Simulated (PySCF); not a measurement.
CdTe, SMILES [Cd]=[Te].

The structure is a stationary point at PBE0-D3(BJ)/def2-TZVP. The def2 effective core potentials stand for the cores of Cd, Te; spin–orbit coupling is left out.

Two levels are set side by side: TDDFT-PBE/def2-TZVPD (PySCF) and TDDFT-ωB97X/def2-TZVPD (PySCF). Vertical, same geometry. The lowest singlet is HOMO→LUMO 107 % with PBE and HOMO→LUMO 103 % with the other functional; states are paired by order. Differences are taken from unrounded values.

```json
[
 {"quantity": "lowest singlet excitation (eV)", "TDDFT-ωB97X": "0.60", "TDDFT-PBE": "0.40", "TDDFT-PBE minus TDDFT-ωB97X": "-0.19"},
 {"quantity": "lowest triplet excitation (TDA) (eV)", "TDDFT-ωB97X": "0.23", "TDDFT-PBE": "0.01", "TDDFT-PBE minus TDDFT-ωB97X": "-0.22"},
 {"quantity": "first bright state (f over 0.05) (eV)", "TDDFT-ωB97X": "3.58", "TDDFT-PBE": "5.32", "TDDFT-PBE minus TDDFT-ωB97X": "1.74"},
 {"quantity": "its oscillator strength", "TDDFT-ωB97X": "0.11", "TDDFT-PBE": "1.14", "TDDFT-PBE minus TDDFT-ωB97X": "1.03"}
]
```

Functionals without exact exchange tend to place singlet excitations lower, as here. Differences between two approximate levels are no errors against the true value.

Rough cost on one machine, each run with all the roots and properties that it gave: TDDFT-ωB97X against TDDFT-PBE about 6 times.
